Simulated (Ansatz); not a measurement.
Molecule: CuBr, net charge 0, singlet state. 
Geometry from a B3LYP-D3(BJ)/def2-TZVP (Ansatz, an electronic-structure program) optimisation:
```xyz
2

Cu     0.0000     0.0000    -1.2173
Br     0.0000     0.0000     1.0086
```

Wanted: vertical ionisation energy (to the doublet state of charge +1; each state is the SCF solution reached for its spin; for the singlet T1 is 0.026), in eV. Valence correlation only, unless marked. Open shells are spin-unrestricted. Spin-orbit coupling is left out. Frozen are the shells of the preceding noble gas and the d and f shells that filled before the atom's block. Non-relativistic. Basis-set limits of correlation are two-point, X^-3; Hartree-Fock from the larger set.

```
level                                 program  vertical ionisation energy (eV)
------------------------------------  -------  -------------------------------
PBE/def2-TZVPD                         Ansatz                              [?]
r2SCAN/def2-TZVPD                      Ansatz                             9.53
CAM-B3LYP/def2-TZVPD                   Ansatz                             9.73
wB97M-V/def2-TZVPD                     Ansatz                             9.62
CCSD/def2-SVPD                         Ansatz                              [?]
CCSD(T)/CBS(def2-TZVPPD,def2-QZVPPD)   Ansatz                              [?]
```

Question: What belongs in the gaps?

Answer: 
- PBE/def2-TZVPD, vertical ionisation energy (eV): 9.52
- CCSD/def2-SVPD, vertical ionisation energy (eV): 9.30
- CCSD(T)/CBS(def2-TZVPPD,def2-QZVPPD), vertical ionisation energy (eV): 9.80
